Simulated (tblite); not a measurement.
Species: C₇H₁₅P.
Cartesian coordinates in Å at the GFN2-xTB level; atoms count from 1:
```xyz
23
C7H15P angstrom
C     -1.6821   -0.1328    1.0853
C     -1.7560    0.5404   -0.2811
C     -2.9485    0.0120   -1.0756
C     -0.4608    0.3189   -1.0647
P      1.0087    1.1340   -0.2400
C      2.3585    0.1205   -0.9871
C      1.9168   -0.3653    0.3671
C      2.8684   -0.2244    1.5284
H     -1.5611   -1.2090    0.9739
H     -0.8357    0.2553    1.6503
H     -2.5904    0.0538    1.6541
H     -1.8848    1.6186   -0.1295
H     -3.8748    0.1827   -0.5316
H     -3.0213    0.5095   -2.0404
H     -2.8446   -1.0579   -1.2478
H     -0.2770   -0.7507   -1.1980
H     -0.5574    0.7738   -2.0563
H      2.1227   -0.4795   -1.8564
H      3.3326    0.5891   -1.0404
H      1.3504   -1.2922    0.3813
H      3.6303   -1.0037    1.4908
H      2.3374   -0.3099    2.4748
H      3.3641    0.7438    1.4984
```

Computed with GFN2-xTB (tblite): harmonic, unscaled wavenumbers at the GFN2-xTB geometry, gas phase. Against measured fundamentals such values can be off by several per cent, at times by over 20. One conformer, not necessarily the lowest.

Harmonic wavenumbers (cm⁻¹): 48.7, 61.5, 124.7, 177.5, 199.8, 213.9, 235.8, 251.5, 262.3, 352.4, 376.5, 424.2, 437.5, 658.3, 691.1, 730.1, 810.2, 829.1, 878.6, 887.2, 947.2, 951.6, 974.0, 986.2, 988.0, 996.5, 1056.7, 1077.9, 1133.1, 1151.8, 1172.7, 1184.1, 1213.3, 1231.9, 1317.0, 1323.0, 1333.9, 1406.1, 1409.8, 1417.5, 1419.7, 1443.9, 1490.6, 1493.3, 1494.7, 1498.4, 1505.2, 1507.4, 2919.9, 2929.9, 2939.2, 2992.6, 2995.3, 3013.1, 3019.0, 3022.2, 3024.1, 3028.3, 3029.1, 3033.5, 3036.4, 3042.1, 3059.4.

A = 3320, B = 906.4, C = 802.2 MHz; mass 130.091 u (most abundant isotopes); point group C1, symmetry number 1.

**Question.** What is the zero-point energy?

**Answer.** Half the sum of the wavenumbers: 44430 cm⁻¹ = 531.51 kJ/mol.

**Question.** What is S at 350 K and 1 bar for an ideal gas of classical rigid rotors and harmonic oscillators?

**Answer.** Translation 172.90, rotation 124.50, vibration 153.20: S = 450.6 J/(mol K).

**Question.** And Cp and H(350 K) − H(0)?

**Answer.** Cp = 197.51 J/(mol K), of which vibrations give 164.25 (their classical limit is 63 R = 523.8); H(350 K) − H(0) = 40.14 kJ/mol without the zero-point energy, 28.50 from vibrations.

**Question.** Which modes carry the vibrational entropy at 350 K?

**Answer.** 48.7 cm⁻¹: 21.70; 61.5 cm⁻¹: 19.77; 124.7 cm⁻¹: 13.96; 177.5 cm⁻¹: 11.12; 199.8 cm⁻¹: 10.18; 213.9 cm⁻¹: 9.65 J/(mol K); the other 57 give 66.82 together.

**Question.** How do the functions run with temperature in this model?

**Answer.** 
```json
{"T (K)": "50", "S (J/(mol K))": "245.3", "Cp (J/(mol K))": "53.9", "H − H(0) (kJ/mol)": "2.08", "G − H(0) (kJ/mol)": "-10.18", "ln q(vib)": "0.51"}
{"T (K)": "100", "S (J/(mol K))": "291.3", "Cp (J/(mol K))": "82.0", "H − H(0) (kJ/mol)": "5.48", "G − H(0) (kJ/mol)": "-23.65", "ln q(vib)": "1.69"}
{"T (K)": "298.15", "S (J/(mol K))": "421.0", "Cp (J/(mol K))": "171.9", "H − H(0) (kJ/mol)": "30.56", "G − H(0) (kJ/mol)": "-94.97", "ln q(vib)": "7.18"}
{"T (K)": "373.15", "S (J/(mol K))": "463.6", "Cp (J/(mol K))": "208.8", "H − H(0) (kJ/mol)": "44.84", "G − H(0) (kJ/mol)": "-128.16", "ln q(vib)": "9.28"}
{"T (K)": "500", "S (J/(mol K))": "532.8", "Cp (J/(mol K))": "265.3", "H − H(0) (kJ/mol)": "75.01", "G − H(0) (kJ/mol)": "-191.39", "ln q(vib)": "12.84"}
{"T (K)": "750", "S (J/(mol K))": "657.0", "Cp (J/(mol K))": "347.2", "H − H(0) (kJ/mol)": "152.28", "G − H(0) (kJ/mol)": "-340.48", "ln q(vib)": "19.78"}
{"T (K)": "1000", "S (J/(mol K))": "764.9", "Cp (J/(mol K))": "402.3", "H − H(0) (kJ/mol)": "246.40", "G − H(0) (kJ/mol)": "-518.53", "ln q(vib)": "26.40"}
```

q(vib) and H(0) count from the zero-point level.

**Question.** Blend soft modes into free rotors: weight 1/[1 + (100 cm⁻¹/ν̃)⁴] for the oscillator and the rest for a rotor with moment μB/(μ + B), μ = h/(8π²ν), B = 10⁻⁴⁴ kg m². What vibrational entropy results?

**Answer.** 142.21 J/(mol K) in place of 153.20, which changes −T·S at 350 K by +3.85 kJ/mol.

Hindered rotation and anharmonicity are outside this model. Other conformers, if any are populated, would add a mixing term that is left out. The structure is chiral; the term R ln 2 for an equal mix with its mirror image is left out.

Time: 0.83 s wall. Hardware: Arm Neoverse V2, one thread, no GPU (shared host). The figure is for the frequency step alone.
